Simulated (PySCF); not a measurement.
C5H6BNO2S.
Z-matrix (Å and degrees, PBE0-D3(BJ)/def2-SVP geometry), rows numbered from 1:
```
C 
N   1  1.2704
C   2  1.3748  1  122.48
C   3  1.3816  2  123.85  1  -177.21
C   4  1.4118  3  112.94  2   179.72
C   5  1.3812  4  113.60  3     0.19
B   6  1.5546  5  127.73  4   179.31
O   7  1.3641  6  118.16  5  -178.18
O   7  1.3643  6  117.13  5     1.83
S   6  1.7269  5  110.87  4    -0.10
H   1  1.1069  2  123.90  3     0.27
H   1  1.0974  2  118.99  3  -179.79
H   4  1.0897  3  121.24  2     0.09
H   5  1.0911  4  124.46  3   179.88
H   8  0.9609  7  115.77  6   179.98
H   9  0.9608  7  115.55  6  -179.39
```

All values: PBE0/pcSseg-1 (PySCF, non-relativistic), on one gas-phase PBE0-D3(BJ)/def2-SVP geometry that isn't relaxed in the solvent. The solvent is an IEF-PCM continuum (van der Waals radii × 1.2). Only the electrostatic response of the medium enters.

```tsv
run	E − E(gas) (kcal/mol)	HOMO (eV)	HOMO–LUMO gap (eV)	dipole (D)
gas	0.00	-6.48	4.71	3.47
P	-5.31	-6.56	4.73	3.78
Q	-12.21	-6.71	4.76	4.14
```

The runs were made in acetonitrile and benzene. Which run belongs to which solvent?

P = benzene, Q = acetonitrile. The dielectric constants are 2.271 (benzene), 35.69 (acetonitrile), and the energy falls further as ε rises. In this model the ground state sees the solvent through ε alone.

How constant is the ratio of the lowering to (ε − 1)/(2ε + 1)?

```json
{"solvent": "benzene", "(ε − 1)/(2ε + 1)": "0.229", "E − E(gas) (kcal/mol)": "-5.31", "ratio (kcal/mol)": "-23.1", "polarisation term (kcal/mol)": "-5.65"}
{"solvent": "acetonitrile", "(ε − 1)/(2ε + 1)": "0.479", "E − E(gas) (kcal/mol)": "-12.21", "ratio (kcal/mol)": "-25.5", "polarisation term (kcal/mol)": "-14.06"}
```

The ratio changes by +10.1 % in size from benzene to acetonitrile. The polarisation term is half the interaction of the solute with the induced surface charges.

On Intel Xeon at 2.50 GHz, one thread (shared host), this took 2.1 min of wall time and 1.2 GiB of memory at its peak. This is the whole shielding run at PBE0/pcSseg-1 in acetonitrile, SCF included.
